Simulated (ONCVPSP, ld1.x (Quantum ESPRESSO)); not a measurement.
# Potentials for oxygen (O) compared

Generated with ld1.x 7.5 (TM, RRKJ, ultrasoft, PAW), atompaw 4.2 or ONCVPSP 4.0.1. The cutoff is in Ry: for ld1.x and atompaw files where the sum of valence levels is converged to 10 mRy in a Bessel basis, for ONCV files where the hardest occupied wave has 1 mHa per electron of residual kinetic energy. The error is the largest all-electron minus pseudo excitation energy over each file’s own four to seven test configurations (ionisations up to +4, promotions, holes and added fractions of an electron), all of which were solved. The labels leave out finer settings (local radius, basis sizes, second energies), which also bear on the numbers. Spin-polarised tests are not counted. The rows are a selection from randomly drawn settings: files with unsolved tests, undetermined cutoffs or missed reference levels are left out.

A true bound ghost makes a file unfit for plane-wave use even where its test errors are small: the radial tests pick states by their node count and pass the ghost by.

| potential | cutoff (Ry) | largest error (meV) | bound ghosts |
| --- | --- | --- | --- |
| ONCV, PBEsol, scalar-relativistic, rc 0.85/1.35/1.35 (spd), local smoothed, core correction no, reference 2s1 2p5, qcut 7.6/10.2/7.2, projectors 2/2/2 | 134 | +183 | none |
| ONCV, LDA (Perdew-Wang 92), scalar-relativistic, rc 0.70/1.10 (sp), local smoothed, core correction yes, reference 2s2 2p4, qcut 7.5/11.4, projectors 2/2 | 167 | +675 | none |
| TM, LDA (PZ), scalar-relativistic, rc 0.90/1.65/1.70 (spd), local d, core correction no, reference 2s2 2p4 | 70 | +1187 | none |
| ONCV, LDA (Perdew-Wang 92), scalar-relativistic, rc 0.70/1.35/1.25 (spd), local smoothed, core correction yes, reference 2s2 2p4, qcut 10.3/12.2/7.3, projectors 2/2/2 | 85 | +721 | none |
| ONCV, BLYP, scalar-relativistic, rc 0.75/1.25/1.15 (spd), local s, core correction yes, reference 2s2 2p4, qcut 10.3/10.2/7.6, projectors 0/2/3 | 84 | +241 | none |
| TM, PBE, non-relativistic, rc 0.95/1.50 (sp), local s, core correction no, reference 2s1.75 2p4.25 | 70 | +848 | none |
| ONCV, LDA (Perdew-Wang 92), scalar-relativistic, rc 0.90/1.45 (sp), local smoothed, core correction yes, reference 2s1.75 2p4.25, qcut 8.7/10.1, projectors 2/2 | 70 | +1992 | none |
| ONCV, LDA (Perdew-Zunger), scalar-relativistic, rc 0.75/0.90/0.90 (spd), local smoothed, core correction yes, reference 2s2 2p2, qcut 10.4/10.6/11.8, projectors 2/2/2 | 103 | +59 | none |

Question: Fill in the row for O: ONCV, revPBE, scalar-relativistic, rc 0.65/1.55/1.25 (spd), local smoothed, core correction yes, reference 2s2 2p4, qcut 12.4/7.5/8.7, projectors 2/1/2.

Answer: cutoff 582 Ry, largest error +3157 meV, bound ghosts: s, d.
